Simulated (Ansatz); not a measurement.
Consider the ligand exchange at a Mg–F bond: `[F][Mg][O][SiH3]` + CH₃SH → `C[S][Mg][O][SiH3]` + H–F.

Program: Ansatz. Geometries: PBE0-D4/def2-TZVP. ΔE: electronic, gas phase. CCSD(T)/CBS adds triple-zeta CCSD(T) − MP2 to the extrapolated MP2 energy (def2 sets, frozen cores). This one scheme is used for every species. Functionals use def2-TZVPP. For Mg outer-core shells are correlated without core-valence functions, which leaves a few kJ/mol of doubt a bond. Each species was taken in one conformer, which may not be the lowest.

`[F][Mg][O][SiH3]`:

Cartesian coordinates in Å:
```
F -3.691 1.164 0.647
Mg -2.048 0.646 0.359
O -0.371 0.117 0.065
Si 1.147 -0.362 -0.201
H 1.527 -0.178 -1.632
H 2.112 0.418 0.628
H 1.324 -1.805 0.133
```

CH₃SH:

```xyz
6

C    -0.427    0.095    0.223
S     1.023   -0.901   -0.186
H    -0.148    1.021    0.723
H    -1.023   -0.505    0.911
H    -1.028    0.308   -0.660
H     1.603   -0.017   -1.011
```

`C[S][Mg][O][SiH3]`:

Cartesian coordinates in Å:
```
C -3.179 -0.148 0.338
S -2.165 -1.625 -0.021
Mg -0.043 -0.805 -0.128
O 1.620 -0.150 -0.209
Si 3.122 0.430 -0.285
H -2.913 0.308 1.291
H -4.213 -0.485 0.400
H -3.112 0.596 -0.456
H 3.251 1.467 -1.351
H 3.525 1.062 1.006
H 4.108 -0.649 -0.585
```

H–F:

```xyz
2

F    -0.146   -0.349    0.262
H     0.146    0.349   -0.262
```

| level | ΔE (kcal/mol) | difference from CCSD(T)/CBS |
| --- | --- | --- |
| LDA (SPW92) | 13.6 | -0.7 |
| B97M-V | 15.9 | 1.6 |
| PBE0-D4 | 13.4 | -0.9 |
| r2SCAN0-D4 | 14.6 | 0.3 |
| ωB97M-V | 15.6 | 1.3 |
| r2SCAN | 15.8 | 1.5 |
| LC-ωPBE | 17.0 | 2.7 |
| RPA@PBE/def2-TZVPP | 14.8 | 0.5 |
| CCSD(T)/def2-SVP | 19.0 | 4.7 |
| MP2/CBS(def2) | 14.4 | 0.1 |
| CCSD(T)/CBS | 14.3 | 0 |

Largest T1 diagnostic among the species: 0.012.

From r2SCAN to r2SCAN0 (25 % exact exchange), in def2-TZVPP and without D4, ΔE moves by −0.9 kcal/mol. At CCSD(T), def2-SVP lies +4.7 kcal/mol from the extrapolated value and def2-TZVPP +0.2 kcal/mol.
